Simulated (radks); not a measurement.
The numbers below are computed, except where a source is named.
Q: The mean radii <r> (bohr) of the occupied orbitals of an atom or ion are listed with their occupations. Level of theory: scalar-relativistic Kohn-Sham, BLYP, spin-polarised, spherical densities, finite nucleus; Fermi nuclear charge, rms radius of each element as measured or else 0.836 A^(1/3) + 0.57 fm (a radial shooting solver on a logarithmic mesh with Libxc functionals).

orbital  occ.      <r>
1s up       1  0.01687
1s down     1  0.01687
2s up       1  0.07110
2s down     1  0.07110
2p up       3  0.06420
2p down     3  0.06420
3s up       1   0.1820
3s down     1   0.1819
3p up       3   0.1826
3p down     3   0.1826
3d up       5   0.1648
3d down     5   0.1648
4s up       1   0.3696
4s down     1   0.3697
4p up       3   0.3820
4p down     3   0.3821
4d up       2   0.3802

Name the element and its charge. Open shells, if any, are filled with parallel spins first.

A: Z = 79, gold, charge +41: Au41+ in [Kr] 4d2. The 1s radius gives Z: for a bare nucleus <r> = (2 gamma + 1)/(2Z) with gamma = sqrt(1 - (Z/c)^2), 0.01667 bohr for Z = 79, and screening makes it slightly larger (0.01687 here). The occupations add up to 38, and the charge is Z minus that.
